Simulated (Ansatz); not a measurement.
Stepwise reaction of `Cl[Si](Cl)(Br)Br` with hydrogen chloride, as a gas-phase model of exchange steps in deposition or etching. ΔE in kJ/mol; ΔG adds harmonic PBE0-D4 terms to CCSD(T)/CBS, at 1 bar.

Isolated molecules relaxed with PBE0-D4/def2-TZVP in Ansatz; ΔE leaves out vibrations. CCSD(T)/CBS adds triple-zeta CCSD(T) − MP2 to the extrapolated MP2 energy (def2 sets, frozen cores). This one scheme is used for every species. Functionals use def2-TZVPP. B3LYP here is the variant with VWN-RPA as its local correlation; programs differ in this. For Br outer-core shells are correlated without core-valence functions, which leaves a few kJ/mol of doubt a bond. Scalar relativity is left out up to krypton.

```tsv
step	reaction	PBE-D4	B3LYP-D4	ωB97M-V	CCSD(T)/CBS	ΔG(600 K)
2	`Cl[Si](Cl)(Cl)Br` + HCl → `Cl[Si](Cl)(Cl)Cl` + HBr	-5.0	-6.9	-7.6	-3.8	2.1
```

Problem. Give the row of step 1, `Cl[Si](Cl)(Br)Br` + HCl → `Cl[Si](Cl)(Cl)Br` + HBr. (Best estimate.)

Solution. The calculation gave: 
```tsv
step	reaction	PBE-D4	B3LYP-D4	ωB97M-V	CCSD(T)/CBS	ΔG(600 K)
1	`Cl[Si](Cl)(Br)Br` + HCl → `Cl[Si](Cl)(Cl)Br` + HBr	-4.5	-6.3	-7.1	-3.4	-2.5
```

Problem. By hand: ΔE of the 2 steps together at CCSD(T)/CBS.

Solution. (-3.4) + (-3.8) = -7.2 kJ/mol, or -3.6 kJ/mol a step.

In ΔE the steps differ by no more than 0.4 kJ/mol. ΔG lies between -2.5 and 2.1 kJ/mol a step. PBE-D4 differs from CCSD(T)/CBS by -1.2 to -1.1 kJ/mol a step. Isolated molecules leave out the surface, adducts and barriers. Largest T1 diagnostic: 0.009.
